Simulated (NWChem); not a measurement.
**Atomisation of F$_{2}$Zn**

```
Zn
F 1 1.7300
F 1 1.7300 2 180.00
```
Charge 0, spin multiplicity 1.

Everything below was run with NWChem. Structure: optimised with PBE0/def2-SVP, a minimum by its harmonic frequencies.

Basis set: def2-TZVP. The atomisation energy is electronic alone: no zero-point, thermal, spin-orbit or counterpoise terms. No value is extrapolated to the basis-set limit. Free atoms are single determinants with multiplicities Zn 1, F 2.

The structure started from a generated list of species. The stability of the SCF solutions was not checked. Open-shell Hartree-Fock references start from PBE0 orbitals.

Question: Order these methods by the atomisation energy they give, lowest first: HF, PBE, BP86, PBE0.

Answer: HF (124.0 kcal/mol), PBE0 (183.3 kcal/mol), BP86 (191.1 kcal/mol), PBE (193.6 kcal/mol)
